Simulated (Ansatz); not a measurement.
Born–Oppenheimer molecular dynamics of CH₅ClO₃Si (11 atoms, charge 0, multiplicity 1). It starts from a relaxed structure.

Theory: RKS PBE/STO-3G (Ansatz 0.2.0).

| Item | Value |
| --- | --- |
| ensemble | NVE (velocity Verlet) |
| time step | 1 fs |
| steps asked | 189 |
| starting velocities drawn for | 300 K |
| seed | 349281 |

First frame:

```xyz
11
Properties=species:S:1:pos:R:3
O 0.817 -1.728 1.253
C 0.418 -0.756 0.270
O -0.730 -1.207 -0.467
Cl 1.971 -0.637 -1.069
O 0.200 0.518 0.824
Si -0.766 1.546 -0.236
H 1.590 -1.232 1.732
H -0.403 -2.101 -0.871
H -0.531 2.872 0.315
H -0.321 1.461 -1.621
H -2.179 1.207 -0.110
```

How far do the bonds stretch over the last three quarters of this one trajectory? (Pairs bonded in most of those frames.)


```csv
bond,mean (Å),spread (Å),shortest,longest
O1–C2,1.439,0.017,1.40,1.47
O1–H7,1.036,0.001,1.03,1.04
C2–O3,1.439,0.022,1.40,1.48
C2–Cl4,2.049,0.034,1.98,2.12
C2–O5,1.408,0.024,1.36,1.46
O3–H8,1.036,0.009,1.02,1.05
O5–Si6,1.765,0.026,1.72,1.81
Si6–H9,1.457,0.013,1.43,1.48
Si6–H10,1.465,0.054,1.38,1.54
Si6–H11,1.461,0.031,1.41,1.51
```

Mean temperature of the second half: 145 K. The conserved energy stayed within 0.67 meV per atom of its start (net change 0.1 meV per atom), so the integration is sound. The temperature averaged 0.48 of the 300 K drawn at the start: a run that starts near a minimum puts about half its kinetic energy into the potential. A run of 0.19 ps of so small a system gives no equilibrium averages. Limits of this set-up: minimal basis.

Run time: 11 min on 1 thread of Arm Neoverse N1, on a shared host, peak memory 0.096 GiB.
